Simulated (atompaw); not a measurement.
# What one change does to a pseudopotential (F (Z = 9), PAW (atompaw))

```
Element                 : fluorine (F)
Generator               : atompaw 4.2.0.5
Type                    : PAW
Functional              : PBE
Relativity              : scalar-relativistic
Frozen core             : [He]
Valence charge          : 7
Reference configuration : 2s1 2p6
Partial waves           : 2s (bound): rc 1.45 bohr; 2s channel at -1.95 Ry: rc 0.80 bohr; 2p (bound): rc 1.45 bohr; 2p channel at 0.6 Ry: rc 1.45 bohr
Local potential         : vpsmatchnc scheme with l = 2 at 0 Ry, radius 1.10 bohr
Core correction         : smooth core density matched at 1.15 bohr
Augmentation charge     : sinc compensation charge, radius 1.05 bohr; PAW radius 1.45 bohr; waves and projectors: custom polynom vanderbiltortho
```

Change: wave 2s channel at -1.95 Ry: rc 0.80 bohr becomes 2s channel at 5.78 Ry: rc 0.80 bohr.

Cutoffs: the cutoffs (Ry, on a coarse ladder) from which the occupation-weighted sum of valence levels, in a spherical-Bessel basis at the reference potential, stays within 10 and 1 mRy of its value at 400 Ry; they do not see the model core or the augmentation charge, which bear on the density cutoff.

Task: What does the change do?

Result: The potential gets neither clearly harder nor softer (35 Ry and 70 Ry → 35 Ry and 70 Ry); both files keep a bound ghost (s); the range in which the s phases agree widens (upper end 3.7 → at the end of the scan).

```csv
quantity,base,changed
"cutoff, loose",35 Ry,35 Ry
"cutoff, tight",70 Ry,70 Ry
loose cutoff by channel (10 mRy a level),"s 18 Ry, p 30 Ry","s 15 Ry, p 30 Ry"
bound ghosts,s,s
s: phases at 1.46 bohr within 0.05 rad from the reference energy up to (Ry; the scan ends near 5),3.7,to the end of the scan
p: phases at 1.46 bohr within 0.05 rad from the reference energy up to (Ry; the scan ends near 5),to the end of the scan,to the end of the scan
lowest overlap eigenvalue by channel,"s 0.30, p 0.92","s 0.81, p 0.92"
```

 A true bound ghost makes a file unfit for plane-wave use even where its test errors are small: the radial tests pick states by their node count and pass the ghost by. The cutoffs see the waves, projectors and local potential, not the compensation charge or the core.
